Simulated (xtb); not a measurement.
xtb job for H₂Se, SMILES [SeH2], GFN2-xTB. 

```
$ xtb mol.xyz --gfn 2 --sp --chrg 0 --uhf 0 --json
$ cat mol.xyz
3

Se     0.00000000     0.00000000     0.05579790
H     -0.00000000    -1.02841830    -0.94856423
H     -0.00000000     1.02841825    -0.94856428
```

Output:

```
[banner left out]
          |                Calculation Setup                |
           -------------------------------------------------



           -------------------------------------------------
          |                 G F N 2 - x T B                 |
           -------------------------------------------------

        Reference                      10.1021/acs.jctc.8b01176
      * Hamiltonian:
        H0-scaling (s, p, d)           1.850000    2.230000    2.230000
        zeta-weighting                 0.500000
      * Dispersion:
        s8                             2.700000
        a1                             0.520000
        a2                             5.000000
        s9                             5.000000
      * Repulsion:
        kExp                           1.500000    1.000000
        rExp                           1.000000
      * Coulomb:
        alpha                          2.000000
        third order                    shell-resolved
        anisotropic                    true
        a3                             3.000000
        a5                             4.000000
        cn-shift                       1.200000
        cn-exp                         4.000000
        max-rad                        5.000000


          ...................................................
          :                      SETUP                      :
          :.................................................:
          :  # basis functions                  12          :
          :  # atomic orbitals                  11          :
          :  # shells                            5          :
          :  # electrons                         8          :
          :  max. iterations                   250          :
          :  Hamiltonian                  GFN2-xTB          :
          :  restarted?                      false          :
          :  GBSA solvation                  false          :
          :  PC potential                    false          :
          :  electronic temp.          300.0000000     K    :
          :  accuracy                    1.0000000          :
          :  -> integral cutoff          0.2500000E+02      :
          :  -> integral neglect         0.1000000E-07      :
          :  -> SCF convergence          0.1000000E-05 Eh   :
          :  -> wf. convergence          0.1000000E-03 e    :
          :  Broyden damping             0.4000000          :
          :  net charge                          0          :
          :  unpaired electrons                  0          :
          ...................................................

 iter      E             dE          RMSdq      gap      omega  full diag
   1     -4.1928472 -0.419285E+01  0.723E+00    4.76       0.0  T
   2     -4.1931618 -0.314572E-03  0.421E+00    4.58       1.0  T
   3     -4.1932452 -0.833831E-04  0.185E-01    4.36       1.0  T
   4     -4.1932495 -0.433278E-05  0.613E-02    4.37       1.0  T
   5     -4.1932496 -0.111475E-06  0.229E-02    4.37       2.5  T
   6     -4.1932497 -0.618304E-07  0.483E-03    4.37      11.9  T
   7     -4.1932497 -0.788650E-09  0.807E-04    4.37      71.5  T
   8     -4.1932497 -0.776943E-10  0.118E-04    4.37     490.6  T

   *** convergence criteria satisfied after 8 iterations ***

         #    Occupation            Energy/Eh            Energy/eV
      -------------------------------------------------------------
         1        2.0000           -0.7565396             -20.5865
         2        2.0000           -0.4949981             -13.4696
         3        2.0000           -0.4748143             -12.9204
         4        2.0000           -0.3922365             -10.6733 (HOMO)
         5                         -0.2316848              -6.3045 (LUMO)
         6                         -0.1348703              -3.6700
         7                         -0.0400051              -1.0886
         8                         -0.0245211              -0.6673
         9                         -0.0185771              -0.5055
       ...                                ...                  ...
        11                          0.9640301              26.2326
      -------------------------------------------------------------
                  HL-Gap            0.1605517 Eh            4.3688 eV
             Fermi-level           -0.3119607 Eh           -8.4889 eV

 SCC (total)                   0 d,  0 h,  0 min,  0.002 sec
 SCC setup                      ...        0 min,  0.000 sec (  5.322%)
 Dispersion                     ...        0 min,  0.000 sec (  2.100%)
 classical contributions        ...        0 min,  0.000 sec (  1.127%)
 integral evaluation            ...        0 min,  0.000 sec ( 13.170%)
 iterations                     ...        0 min,  0.001 sec ( 60.017%)
 molecular gradient             ...        0 min,  0.000 sec ( 11.340%)
 printout                       ...        0 min,  0.000 sec (  6.413%)

         :::::::::::::::::::::::::::::::::::::::::::::::::::::
         ::                     SUMMARY                     ::
         :::::::::::::::::::::::::::::::::::::::::::::::::::::
         :: total energy              -4.179393848231 Eh    ::
         :: gradient norm              0.000002836808 Eh/a0 ::
         :: HOMO-LUMO gap              4.368834136131 eV    ::
         ::.................................................::
         :: SCC energy                -4.193249664625 Eh    ::
         :: -> isotropic ES            0.003602884738 Eh    ::
         :: -> anisotropic ES          0.000372026598 Eh    ::
         :: -> anisotropic XC          0.001664264399 Eh    ::
         :: -> dispersion             -0.000384062058 Eh    ::
         :: repulsion energy           0.013855816394 Eh    ::
         :: add. restraining           0.000000000000 Eh    ::
         :: total charge               0.000000000000 e     ::
         :::::::::::::::::::::::::::::::::::::::::::::::::::::

           -------------------------------------------------
          |                Property Printout                |
           -------------------------------------------------

    * Orbital Energies and Occupations

         #    Occupation            Energy/Eh            Energy/eV
      -------------------------------------------------------------
         1        2.0000           -0.7565396             -20.5865
         2        2.0000           -0.4949981             -13.4696
         3        2.0000           -0.4748143             -12.9204
         4        2.0000           -0.3922365             -10.6733 (HOMO)
         5                         -0.2316848              -6.3045 (LUMO)
         6                         -0.1348703              -3.6700
         7                         -0.0400051              -1.0886
         8                         -0.0245211              -0.6673
         9                         -0.0185771              -0.5055
        10                          0.4317697              11.7491
        11                          0.9640301              26.2326
      -------------------------------------------------------------
                  HL-Gap            0.1605517 Eh            4.3688 eV
             Fermi-level           -0.3119607 Eh           -8.4889 eV

     #   Z          covCN         q      C6AA      α(0)
     1  34 Se       1.851    -0.321   246.743    27.372
     2   1 H        0.925     0.161     1.322     1.798
     3   1 H        0.925     0.161     1.322     1.798

 Mol. C6AA /au·bohr⁶  :        323.979673
 Mol. C8AA /au·bohr⁸  :      19730.328993
 Mol. α(0) /au        :         30.967146


Wiberg/Mayer (AO) data.
largest (>0.10) Wiberg bond orders for each atom

 ---------------------------------------------------------------------------
Note: The following floating-point exceptions are signalling: IEEE_DENORMAL
normal termination of xtb
     #   Z sym  total        # sym  WBO       # sym  WBO       # sym  WBO
 ---------------------------------------------------------------------------
     1  34 Se   1.934 --     2 H    0.967     3 H    0.967
     2   1 H    0.974 --     1 Se   0.967
     3   1 H    0.974 --     1 Se   0.967
 ---------------------------------------------------------------------------

Topologies differ in total number of bonds
Writing topology from bond orders to xtbtopo.mol

molecular dipole:
                 x           y           z       tot (Debye)
 q only:        0.000      -0.000      -0.610
   full:        0.000      -0.000      -0.589       1.498
molecular quadrupole (traceless):
                xx          xy          yy          xz          yz          zz
 q only:       -1.122       0.000       0.699       0.000      -0.000       0.422
  q+dip:       -1.527      -0.000       0.870      -0.000      -0.000       0.658
   full:       -2.595      -0.000       1.744      -0.000      -0.000       0.852


           -------------------------------------------------
          | TOTAL ENERGY               -4.179393848231 Eh   |
          | GRADIENT NORM               0.000002836808 Eh/α |
          | HOMO-LUMO GAP               4.368834136131 eV   |
           -------------------------------------------------

------------------------------------------------------------------------
------------------------------------------------------------------------
 total:
 SCF:
```

The run converged.

Cost: around 0.06 core-seconds (rough).
